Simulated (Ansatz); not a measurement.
C₂H₇BO⁺, that is BH2(OEt) with one electron fewer. Charge 1, multiplicity 2. Geometry r2SCAN-D4/def2-SVP, that of the neutral singlet; atoms count from 1.

```xyz
11

B    -1.416    1.358    0.191
H    -2.285    0.580   -0.151
H    -1.654    2.416    0.724
O    -0.123    1.062   -0.016
C     0.305   -0.160   -0.616
C     1.052   -1.003    0.394
H    -0.570   -0.701   -1.021
H     0.962    0.108   -1.460
H     1.440   -1.917   -0.082
H     1.900   -0.442    0.815
H     0.390   -1.301    1.223
```

**Question.** Estimate the Mulliken populations from the PBE0/def2-TZVP orbitals of Ansatz.

**Answer.** 
| atom | charge (e) | spin (α − β) |
| --- | --- | --- |
| B1 | 0.11 | 0.05 |
| H2 | 0.19 | 0.19 |
| H3 | 0.19 | 0.14 |
| O4 | 0.00 | 0.41 |
| C5 | -0.08 | 0.03 |
| C6 | -0.37 | 0.02 |
| H7 | 0.20 | 0.09 |
| H8 | 0.21 | 0.02 |
| H9 | 0.19 | 0.01 |
| H10 | 0.19 | 0.02 |
| H11 | 0.16 | 0.01 |
Mulliken values depend strongly on the basis.

**Question.** Where does the spin sit?

**Answer.** Summed by element: B 0.05, H 0.48, O 0.41, C 0.05, of 1 unpaired in all. Largest on single atoms: O4 0.41, H2 0.19, H3 0.14.

**Question.** And the Mayer bond orders between heavy atoms (over 0.3)?

**Answer.** B1–O4 1.48 (1.34 Å); O4–C5 0.83 (1.43 Å); C5–C6 1.07 (1.51 Å).
